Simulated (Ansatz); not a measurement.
Reaction (hydrogenolysis of the In–Se bond): `[CH3][InH][SeH]` + H₂ → `[CH3][InH2]` + H₂Se

Gas-phase electronic energies from Ansatz, PBE0-D4/def2-TZVP geometries. CCSD(T)/CBS is the MP2 limit (def2-TZVPP, def2-QZVPP) plus CCSD(T) − MP2 in def2-TZVPP, frozen cores. This one scheme is used for every species. Functionals use def2-TZVPP. def2 core potentials past Kr. For In, Se outer-core shells are correlated without core-valence functions, which leaves a few kJ/mol of doubt a bond. Scalar relativity is left out up to krypton. Each species was taken in one conformer, which may not be the lowest.

CCSD(T)/CBS gives +1.19 eV.

(1) Another level gave +0.98 eV. Which?
A. CCSD/def2-TZVPP
B. r2SCAN0/def2-TZVPP
C. CAM-B3LYP/def2-TZVPP
D. MP2/def2-TZVPP

Largest T1 diagnostic among the species: 0.013.

Results:

(1) C. CAM-B3LYP 0.98, CCSD/def2-TZVPP 1.05, r2SCAN0 1.13, MP2/def2-TZVPP 1.23 eV.

At CCSD(T), def2-SVP lies −0.19 eV from the extrapolated value and def2-TZVPP −0.10 eV. The D4 term adds +0.07 eV with B3LYP and +0.04 eV with PBE0; it sums over pairs of atoms, weighted by their polarisabilities, and B3LYP, whose exchange is more repulsive, gets the larger term. In def2-TZVPP, CCSD(T) changes the Hartree–Fock value by +0.13 eV (the triples alone add +0.05 eV) and MP2 by +0.26 eV.

B3LYP here is the variant with VWN-RPA as its local correlation; programs differ in this.

CCSD(T)/CBS has its own doubt, a few kJ/mol and more with outer-core shells, so smaller differences from it don't rank the levels.
